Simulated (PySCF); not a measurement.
## Ionising PBr

r²SCAN; PySCF, no relativity, basis sets P def2-TZVPPD, Br def2-TZVPPD. Neutral (UKS): triplet (π ↑↑), Re = 2.179 Å, ωe = 436 cm⁻¹, De = 3.14 eV, HOMO -6.02 eV, LUMO -3.56 eV.

PBr⁺ (UKS): doublet (π ↑), Re = 2.064 Å, ωe = 541 cm⁻¹, De = 4.60 eV to P⁺ + Br. The energies at the minima are -2915.44620 hartree for PBr and -2915.10936 for PBr⁺.

(1) Work out the adiabatic ionisation energy, without and with harmonic zero-point energies (1 hartree = 27.2114 eV, 1 eV = 8065.5 cm⁻¹), and the change of the bond length.

PBr⁻ (UKS): doublet (π ↑), Re = 2.325 Å, ωe = 328 cm⁻¹, De = 0.70 eV to P + Br⁻. The energies at the minima are -2915.44620 hartree for PBr and -2915.48598 for PBr⁻.

(2) Work out the adiabatic electron affinity, without and with harmonic zero-point energies (1 hartree = 27.2114 eV, 1 eV = 8065.5 cm⁻¹), and the change of the bond length.

Spin–orbit coupling is left out. For an ion De counts to the pair picked by the measured ionisation energies or electron affinities, which need not be the lowest pair at this level. The highest Kohn–Sham level is positive in this anion. Much of that is self-interaction error, but it also means that the finite basis helps to hold the extra electron. States were picked by a PBE0 search and need not be the measured ground states.

Answers

(1) At r²SCAN: 0.33684 hartree = 9.166 eV between the minima; the zero-point term (541.0 − 436.0)/2 cm⁻¹ = +0.007 eV makes it 9.172 eV. Re changes by -11.5 pm against the neutral. The electron leaves a π orbital, and the shorter bond of the ion fits an antibonding orbital, or a change in how ionic the bond is.

(2) At r²SCAN: 0.03978 hartree = 1.082 eV between the minima; the zero-point term (436.0 − 328.0)/2 cm⁻¹ = +0.007 eV makes it 1.089 eV. Re changes by +14.6 pm against the neutral. The electron enters a π orbital, and the longer bond of the ion fits an antibonding orbital, or a change in how ionic the bond is.
